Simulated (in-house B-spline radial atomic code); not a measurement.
A run on neutral zirconium (an excited or competing configuration) that did not converge. Method: scalar-relativistic (X2C) B97-1, spin-polarised, spherical fractional occupations, exact exchange averaged over the configuration, Fermi nucleus of rms radius 4.2694 fm; computed with an all-electron radial atomic-structure program (B-spline basis).

Command:
```bash
python run_scf.py task.json out
```
Settings (nuclear radius in fm, mass in u):
```
Z                40
configuration    [Ar] 3d9 4s2 4p6 4d2 5s2 5f1
hamiltonian      x2c
method           b97_1
spin_polarised   True
nucleus          fermi
rms_radius       4.2694
atomic_mass      89.9047
speed_of_light   137.035999084
exact_exchange   averaged over the configuration
```

First and last ten iterations of the last attempt (damped for 15 steps, keeping 80 % of the old Fock matrix, then DIIS):
```
 iter        energy (Eh)    residual
    1       -3587.091706    4.21e-01
    2       -3589.274794    2.23e-01
    3       -3590.256533    1.44e-01
    4       -3590.743698    9.17e-02
    5       -3590.980100    5.82e-02
    6       -3591.097237    3.68e-02
    7       -3591.145612    2.55e-02
    8       -3591.166372    1.91e-02
    9       -3591.176063    1.44e-02
   10       -3591.180398    1.09e-02
  111       -3591.185392    8.88e-06
  112       -3591.185392    7.70e-06
  113       -3591.185391    7.25e-06
  114       -3591.185392    7.62e-06
  115       -3591.185391    7.09e-06
  116       -3591.185391    7.30e-06
  117       -3591.185392    7.47e-06
  118       -3591.185391    7.23e-06
  119       -3591.185392    7.35e-06
  120       -3591.185391    7.00e-06
 not converged after 120 iterations
```

The smallest residual met was 6.6e-06; the threshold is about 4e-07. Over the last five steps the energy moves by less than 5e-07 hartree, but the orbitals didn't meet the threshold. Cost of the run: 10 s on 1 thread of Arm Neoverse N1, on a shared host.
